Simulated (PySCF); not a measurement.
SbH⁺, PBE0: how much the basis matters

PySCF, UKS reference; doublet, unpaired electrons π ↑; De to Sb⁺ + H without counterpoise correction.

| basis | relativity | functions | Re (Å) | ωe (cm⁻¹) | De (eV) | μ (D) |
| --- | --- | --- | --- | --- | --- | --- |
| def2-SVPD | scalar-relativistic core potentials | 40 | 1.722 | 1984 | 2.67 | 0.41 |
| cc-pVTZ-PP/cc-pVTZ | scalar-relativistic core potentials | 53 | 1.716 | 1993 | 2.70 | 0.39 |
| def2-TZVPPD | scalar-relativistic core potentials | 73 | 1.713 | 1992 | 2.72 | 0.39 |

(1) How does each smaller set differ from the one with most functions, def2-TZVPPD?

A positive dipole points towards H; it is taken about the centre of mass and depends on that origin. Spin–orbit coupling is left out, which matters for elements this heavy, above all for dissociation energies. For an ion De counts to the pair picked by the measured ionisation energies or electron affinities, which need not be the lowest pair at this level. The state was picked by a PBE0 search and need not be the measured ground state.

Answers

(1) def2-SVPD: +0.9 pm, -0.4 % in ωe, -0.05 eV in De; cc-pVTZ-PP/cc-pVTZ: +0.3 pm, +0.1 % in ωe, -0.02 eV in De. All at PBE0; the set with most functions is neither the basis-set limit nor always the best.
